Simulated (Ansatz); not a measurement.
Born–Oppenheimer molecular dynamics of a periodic cell of 30 atoms, H₃CCl (contents 6 CH3Cl, density as packed 0.91 g/cm³ with natural masses). It starts from a partly relaxed structure (largest force component 0.30 eV/Å).

These are results of DFT PBE, scalar-relativistic, plane waves, PAW in Ansatz 0.2.0, not measurements. Settings: accuracy low, cutoff 420 eV, k mesh 1x1x1, fermi-dirac smearing 0.02 eV, no spin polarisation.

```yaml
ensemble: NVT, Langevin thermostat
time_step: 0.75 fs
steps_asked: 300
set_temperature: 1000 K
friction: 0.02 /fs
seed: 321641
```

First frame:

```xyz
30
Lattice="8.2031 0.0000 0.0000 0.0000 8.2031 0.0000 0.0000 0.0000 8.2031" Properties=species:S:1:pos:R:3
C 1.950 8.203 5.112
Cl 2.001 7.214 6.601
H 2.094 9.248 5.408
H 2.752 7.874 4.443
H 0.981 8.087 4.620
C 5.457 4.479 0.836
Cl 6.105 4.072 2.454
H 4.924 5.434 0.892
H 6.299 4.562 0.149
H 4.793 3.675 0.504
C 2.300 1.722 2.253
Cl 1.167 0.615 1.427
H 2.533 2.538 1.564
H 1.813 2.120 3.146
H 3.217 1.181 2.516
C 8.217 4.050 6.685
Cl 6.678 4.165 5.755
H 9.066 4.281 6.025
H 8.200 4.792 7.495
H 8.278 3.028 7.075
C 6.354 7.475 4.806
Cl 6.489 9.131 5.496
H 6.452 7.537 3.715
H 7.142 6.831 5.221
H 5.373 7.070 5.081
C 1.976 5.419 2.104
Cl 1.811 4.857 3.785
H 0.971 5.522 1.678
H 2.473 6.392 2.118
H 2.571 4.678 1.563
```

(1) What does the run give?

(2) What happens to the structure?

(3) How do temperature and energy run in time?

Answers

(1) All steps were run.

```yaml
steps_done: 300
time_covered: 225 fs
mean_temperature_over_the_second_half: 1142 K
spread_of_the_potential_energy_over_the_second_half: 13.3 meV per atom
mean_potential_energy_of_the_second_half_above_the_start: 86.7 meV per atom
```

The mean temperature of the second half is 14 % above the set value. A run of 0.23 ps of so small a system gives no equilibrium averages. Limits of this set-up: coarse k mesh, low accuracy level.

(2) Mean squared displacements from the first frame to the last, about the centre of mass: C 1.47 Å², Cl 0.64 Å², H 3.67 Å². Another seed would give other details.

(3) 
```csv
time (fs),T (K),potential energy less start (eV)
0.0,967,0.000
11.2,807,1.148
22.5,986,1.468
33.8,1075,1.828
45.0,935,2.170
56.2,1001,1.729
67.5,924,2.649
78.8,972,2.107
90.0,928,2.685
101.2,1124,2.034
112.5,1116,2.419
123.8,1330,2.793
135.0,1353,2.419
146.2,1112,3.196
157.5,1193,2.547
168.8,1088,2.666
180.0,1246,2.450
191.2,1132,2.738
202.5,964,2.707
213.8,942,2.659
225.0,920,2.561
```

Run time: 6.3 min on 1 CPU thread of a shared host.
